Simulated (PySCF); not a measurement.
Gas-phase equilibrium of 1 mol NO, 1.2 mol O₂ at 1400 K and 0.100 bar, among 8 species (O₂, N₂, O, NO, O₃, N, N₂O, NO₂). Only gases are allowed; each row takes one source of thermochemistry for all species, and Cantera finds the minimum.

Method: PySCF energies (xtb for GFN2) plus ideal-gas RRHO corrections (1 bar). 'Table' is the NASA 1993 thermochemical table (part measured, part estimated). After a fit of one offset per element over all species, the range-separated, M06-2X, PBE0/def2-QZVP and CCSD(T)/def2-TZVPP enthalpies, where run, lie to one side of the table for O₃ (+19 kJ/mol): a fault of the table's entry, another state or a shared error of the levels is possible; this was not checked at source. † marks an energy on the PBE0/def2-TZVP geometry and frequencies; other levels use their own. MP2 freezes the core. Open shells (unrestricted) among the columns below: O₂ (multiplicity 3), NO (multiplicity 2, electronic degeneracy 4), NO₂ (multiplicity 2); the rest are closed-shell singlets. GFN2 has no spin-polarisation term. Spin-orbit splitting is ignored; it lowers the true energy and changes the entropy of NO. MP2 isn't extrapolated to the basis-set limit. The harmonic model lacks anharmonicity and excited electronic states, which grow with temperature; levels with a mode under 35 cm⁻¹ are left out. Strong static correlation: O₃.

Molecules larger than those listed are left out. Table species left out: NO3.

Mole fractions:

| thermochemistry | x O₂ | x NO₂ | x O₃ | x N₂ | x NO |
|---|---|---|---|---|---|
| table | 0.77 | 3.4e-6 | 2.9e-10 | 0.23 | 0.00075 |
| GFN2-xTB | 0.0072 | 0.68 | 0.31 | 2.3e-12 | 1.7e-7 |
| MP2/def2-SVP† | 0.77 | 3.4e-6 | 2.5e-11 | 0.23 | 0.00028 |
| PBE0/def2-SVP† | 0.77 | 3.1e-5 | <1e-12 | 0.23 | 0.0012 |
| r2SCAN/def2-TZVP† | 0.77 | 2.8e-5 | 5.8e-12 | 0.23 | 0.00059 |
| LDA/def2-TZVP† | 0.77 | 0.0099 | 2.0e-8 | 0.22 | 0.00065 |
| ωB97M-V/def2-TZVP† | 0.77 | 1.8e-6 | 2.4e-12 | 0.23 | 0.00073 |
The most sensitive of these is O₃: it spans a factor of 10^11.5 over these rows; at this temperature one factor of ten is RT ln 10 = 27 kJ/mol.
